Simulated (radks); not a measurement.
Question: These are the eigenvalues of the occupied orbitals of an atom or ion with whole-number occupations (hartree). Method: non-relativistic Kohn-Sham, LB94 model potential, spin-polarised, spherical densities, point nucleus; computed with a radial shooting solver on a logarithmic mesh with Libxc functionals.

orbital  eigenvalue
1s down   -1134.930
1s up     -1134.673
2s up     -266.8867
2s down   -265.8184
2p up     -262.4436

Which element is it, and in what charge state? The configuration may be excited. Open shells, if any, are filled with parallel spins first.

Answer: Z = 49, indium, charge +44: In44+ in [He] 2s2 2p1. The list shows which subshells hold electrons but not how many an open one holds; the 1s level, -1134.9 hartree, gives Z - s = 47.6 by -(Z - s)^2/2, which with screening narrows Z to a few neighbours, and the depths of the outer levels then fix element, charge and occupations together.
